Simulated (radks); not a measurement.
The ruthenium ion Ru4+, configuration [Kr] 4d4 (the NIST ground configuration). Method: Dirac Kohn-Sham, BLYP, spin-unpolarised, spherical densities, finite nucleus; open shells are shared between the two j in proportion to 2j + 1; Fermi nuclear charge, rms radius 4.4809 fm; computed with a radial shooting solver on a logarithmic mesh with Libxc functionals.

Normalised radial functions P(r) = r R(r) (large component), r in bohr:

```
   r/bohr * 4d3/2 (the largest magnitude, 0.923, reaches the edge; | marks zero)
 0.001142                             *
 0.001487                             *
 0.001936                             *
 0.002521                             *
 0.003283                             *
 0.004274                             *
 0.005566                             *
 0.007247                             *
 0.009437                             *
  0.01229                             *
    0.016                             *
  0.02083                             *
  0.02713                             *
  0.03533                             |*
    0.046                             |*
   0.0599                             | *
  0.07799                             |   *
   0.1016                             |     *
   0.1322                             |        *
   0.1722                             |           *
   0.2242                             |             *
    0.292                             |            *
   0.3802                             |       *
    0.495                            *|
   0.6446                *            |
   0.8394       *                     |
    1.093  *                          |
    1.423    *                        |
    1.853           *                 |
    2.413                   *         |
    3.142                         *   |
    4.091                            *|
```

4d3/2: eigenvalue -52.004 eV, 1 radial node at r = 0.478 bohr, <r> = 1.37 bohr, 90 % of the charge inside 2.09 bohr.
